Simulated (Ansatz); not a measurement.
`FC([SiH3])Cl` + H₂Te → `FC([SiH3])[TeH]` + HCl at 400 K and 1 bar (substitution at a C–Cl bond).

Gas-phase electronic energies from Ansatz, PBE0-D4/def2-TZVP geometries. CBS: MP2 limit from def2 TZ/QZ plus the TZ coupled-cluster correction, frozen cores. This one scheme is used for every species. def2 core potentials past Kr. For Te outer-core shells are correlated without core-valence functions, which leaves a few kJ/mol of doubt a bond.

```json
{"species": "`FC([SiH3])Cl`", "CCSD(T)/CBS energy (Eh)": "-889.08323", "H − E (kJ/mol)": "145.9", "S (J/(mol·K))": "345.3"}
{"species": "H₂Te", "CCSD(T)/CBS energy (Eh)": "-268.91024", "H − E (kJ/mol)": "45.0", "S (J/(mol·K))": "239.1"}
{"species": "`FC([SiH3])[TeH]`", "CCSD(T)/CBS energy (Eh)": "-697.62294", "H − E (kJ/mol)": "164.6", "S (J/(mol·K))": "382.3"}
{"species": "HCl", "CCSD(T)/CBS energy (Eh)": "-460.38127", "H − E (kJ/mol)": "29.6", "S (J/(mol·K))": "195.4"}
```

H − E and S are ideal-gas, rigid-rotor, harmonic terms from PBE0-D4/def2-TZVP, for one conformer and one mirror image of each species. 1 Eh = 2625.50 kJ/mol, R = 8.31446 J/(mol·K).

Problem. By hand: ΔE, ΔH, ΔS and ΔG.

Solution. ΔE = (-697.62294) + (-460.38127) − (-889.08323) − (-268.91024) = -0.01074 Eh = -28.2 kJ/mol. Δ(H − E) = 164.6 + 29.6 − 145.9 − 45.0 = 3.3, so ΔH = -24.9 kJ/mol. ΔS = 382.3 + 195.4 − 345.3 − 239.1 = -6.7 J/(mol·K). ΔG = -24.9 − 400 × (-6.7)/1000 = -22.2 kJ/mol.

Problem. By hand: the equilibrium constant, and the temperature at which ΔG would vanish if ΔH and ΔS stayed fixed.

Solution. log₁₀ K = −ΔG/(RT ln 10) = 2.9. ΔG = 0 at ΔH/ΔS = 3716 K, far beyond where these terms or the molecules hold.

The number of gas molecules stays the same, so ΔS is small and ΔH decides. A doubt of 5 kJ/mol in ΔE shifts log₁₀ K by 0.7 here. Other conformers and mirror images would add mixing entropy, several J/(mol·K) or more a flexible species. These are equilibria of isolated gas molecules and say nothing of rates. Largest T1 diagnostic: 0.012 (customary marks: 0.02 for closed shells, 0.045 for open ones).
